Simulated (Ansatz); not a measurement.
Saddle point of Si2NH9O2F2, closed shell (Si₂H₄OF₂ ([F][SiH]([F])[O][SiH3]) + H₂O + NH₃ → SiNH₃F₂ ([NH2][SiH]([F])[F]) + SiH₄O ([OH][SiH3]) + H₂O; bonds formed: O2–H9, H7–O10; dative contacts that become bonds: Si1–N8; bonds broken: Si1–O2, H7–N8, H9–O10), PBE0-D4/def2-TZVP structure:

Si1  (0.264, -0.020, 1.361)
O2  (0.229, -0.468, -0.507)
Si3  (0.158, -1.971, -1.196)
F4  (0.238, 0.434, 2.936)
F5  (-0.360, -1.480, 1.616)
H6  (1.713, 0.198, 1.188)
H7  (-0.343, 1.800, -0.291)
N8  (-0.860, 1.314, 0.870)
H9  (0.275, 0.577, -1.120)
O10  (0.104, 1.733, -1.358)
H11  (1.158, -2.871, -0.573)
H12  (-1.198, -2.557, -1.067)
H13  (0.476, -1.795, -2.637)
H14  (-1.757, 0.948, 0.564)
H15  (-1.031, 1.948, 1.641)
H16  (0.934, 2.210, -1.429)
(Å)

Energies are electronic, without zero-point energy. Barriers and step energies count from the start structure reached by relaxing down the imaginary mode; all methods use the PBE0-D4 structures, on which another method's saddle can fall below an end. Program: Ansatz 0.2.0. Basis: def2-TZVPP, with def2-QZVPP for the basis limit. Cores are frozen in the correlated methods. B3LYP uses VWN-RPA correlation. Extrapolation: Hartree–Fock as exp(−7.88 √X), correlation as X^−2.97.

```csv
method,barrier (kJ/mol),step energy (kJ/mol)
SPW92,?,36.6
PBE-D4,48.3,15.0
BLYP-D4,59.5,5.3
r2SCAN-D4,55.7,18.8
B97M-V,80.6,16.2
PBE0-D4,?,16.8
B3LYP-D4,67.9,8.4
r2SCAN0-D4,64.5,19.1
BHLYP-D4,83.6,11.0
CAM-B3LYP-D4,67.7,13.2
wB97X-V,71.5,16.2
wB97M-V,?,16.2
B2PLYP,71.5,9.8
PBE-QIDH,68.4,18.9
RPA on PBE,71.3,12.5
HF,121.5,-6.7
MP2,67.1,14.9
CCSD,82.0,11.3
CCSD(T),74.0,13.9
```

(1) Fill in the withheld barriers. (An estimate is asked for; the value comes from the calculation.)

The T1 diagnostic stays at or below 0.012.

Answers

(1) The calculation gives: wB97M-V 72.7; SPW92 19.7; PBE0-D4 60.4 kJ/mol. Each is the energy of the saddle less that of the start structure, by the same method.

For comparison, the barrier by CCSD(T) at an estimated basis limit (MP2 extrapolated from triple and quadruple zeta, plus CCSD(T) − MP2 in triple zeta) is 77.1 kJ/mol.

Labels in which every atom is bracketed show which atoms are joined, not bond orders.

For scale, one of the runs: CCSD(T)/def2-TZVPP, 365 basis functions, launched by `ansatz run in.yaml --threads 4 --pin off --events-out ev --progress --plain --max-ram 46080MiB --backend cuda --devices 0, --max-vram 37GiB`. Hardware: 4 CPU threads of an AMD EPYC 7R13 and a share of one NVIDIA H100, shared host. Wall time 19 s; peak host memory 0.88 GiB.
